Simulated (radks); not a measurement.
Results of a calculation; reference values are marked as such.
These are the eigenvalues of the occupied orbitals of an atom or ion with whole-number occupations (hartree). Code: a radial shooting solver on a logarithmic mesh with Libxc functionals. Model: scalar-relativistic Kohn-Sham, r2SCAN, spin-polarised, spherical densities, finite nucleus; meta-GGA in the generalised Kohn-Sham scheme; Fermi nuclear charge, rms radius of each element as measured or else 0.836 A^(1/3) + 0.57 fm.

orbital  eigenvalue
1s up     -909.6496
1s down   -909.4369
2s up     -181.9656
2s down   -181.8657
2p up     -169.6905
2p down   -169.4915
3s up     -70.24060
3s down   -69.51823
3p up     -66.24071

Which element is it, and in what charge state? The configuration may be excited. Open shells, if any, are filled with parallel spins first.

Answer. Z = 45, rhodium, charge +31: Rh31+ in [Ne] 3s2 3p2. The list shows which subshells hold electrons but not how many an open one holds; the 1s level, -909.65 hartree, gives Z - s = 42.7 by -(Z - s)^2/2, which with screening and relativity narrows Z to a few neighbours, and the depths of the outer levels then fix element, charge and occupations together.
